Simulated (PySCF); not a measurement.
Isomers C7H9P:

A. `C=Cc1ccc(C)[pH]1`
B. `Cc1ccccc1P`
C. 3,4-dimethylphosphinine (SMILES CC1=C(C)C=CP=C1)

Spectrum 1. $^{1}$H NMR (500 MHz, computed): δ 7.75 (m, 1H), 7.46 (m, 1H), 7.44 (m, 1H), 7.36 (m, 1H), 3.77 (m, 2H), 2.50 (s, 3H). $^{13}$C{$^{1}$H} NMR (computed): δ 145.5 (C), 138.9 (CH), 137.6 (C), 134.0 (CH), 133.5 (CH), 131.1 (CH), 24.4 (CH3).

Spectrum 2. $^{1}$H NMR (500 MHz, computed): δ 6.92 (m, 1H), 6.89 (m, 1H), 6.83 (m, 1H), 5.81 (m, 1H), 5.26 (m, 1H), 4.81 (m, 1H), 2.43 (m, 3H). $^{13}$C{$^{1}$H} NMR (computed): δ 158.3 (C), 156.2 (C), 145.0 (CH), 143.6 (CH), 142.6 (CH), 120.3 (CH2), 21.9 (CH3).

Spectrum 3. $^{1}$H NMR (500 MHz, computed): δ 9.02 (m, 1H), 9.00 (m, 1H), 8.06 (m, 1H), 2.52 (s, 3H), 2.48 (s, 3H). $^{13}$C{$^{1}$H} NMR (computed): δ 165.1 (CH), 163.7 (CH), 147.3 (C), 142.9 (C), 140.8 (CH), 27.3 (CH3), 25.7 (CH3).

PySCF 2.14.0 with density-fitted response routines calculation with GFN2-xTB geometry and σ from GIAO-PBE0/pcSseg-1; one computed conformer, relativity neglected, in vacuum, rapidly exchanging positions averaged.

Referencing at the same level of theory: TMS for $^{1}$H, $^{13}$C. Splittings of carbon signals by F and P are missing where no couplings were computed. Where no couplings were computed, multiplicities follow the n + 1 count of equivalent neighbours, and m marks all less simple cases (inequivalent or close neighbours, rings, F or P nearby). Shifts are as computed. Against solution values, carbons near 30 ppm lie about +3 ppm off and those near 130 ppm about +5 ppm. Of 1211 compounds with measured shifts, 218 miss one by over three times the rms of a fit or turn the order of signals round; such compounds aren't used in these exercises.

Question: Which spectrum belongs to which compound?

Answer: 1–B, 2–A, 3–C.

- Spectrum 1 (B): 7 $^{13}$C signals; δC 138.9 is an aromatic CH; δC 134.0 is an aromatic CH.
- Spectrum 2 (A): 7 $^{13}$C signals; δC 142.6 is an alkene CH; δC 120.3 is a terminal =CH2 carbon.
- Spectrum 3 (C): 7 $^{13}$C signals; δC 27.3 is a methyl carbon on an aromatic ring; δC 25.7 is a methyl carbon on an aromatic ring.
